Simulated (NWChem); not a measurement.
System: NbNH₂SF₂; SMILES [NH2][Nb]([F])([F])=[S]

The following NWChem deck was run.

```
start job
memory heap 200 mb stack 900 mb global 1100 mb
geometry units angstroms
  Nb    -0.244131     0.105252     0.104287
  S      1.704209    -0.549802    -0.725832
  F      0.243414     0.915228     1.673682
  F     -1.024757     0.943703    -1.325671
  N     -1.033462    -1.648231     0.420931
  H     -0.649773    -2.581580     0.250100
  H     -1.973936    -1.763590     0.818641
end
basis spherical
  * library def2-svp
end
ecp
  Nb library def2-ecp
end
dft
  xc xpbe96 cpbe96
  disp vdw 4
  iterations 150
end
driver
  maxiter 120
end
task dft optimize
dft
  grid fine
  convergence energy 1d-8 density 1d-7
end
task dft freq numerical
```

def2 effective core potentials on Nb; no spin-orbit coupling.

The level has its own optimisation; frequencies are unscaled.

Task: Give the results of this calculation. (PBE-D3(BJ)/def2-SVP with def2 effective core potentials on Nb.) Quantities: r Nb–S (Å); r F–Nb (Å); r N–Nb (Å); highest harmonic frequency (cm⁻¹); lowest (cm⁻¹); zero-point energy (kcal/mol).

Result: r Nb–S (Å): 2.160
r F–Nb (Å): 1.880
r N–Nb (Å): 1.952
highest harmonic frequency (cm⁻¹): 3555
lowest (cm⁻¹): 163
zero-point energy (kcal/mol): 19.1
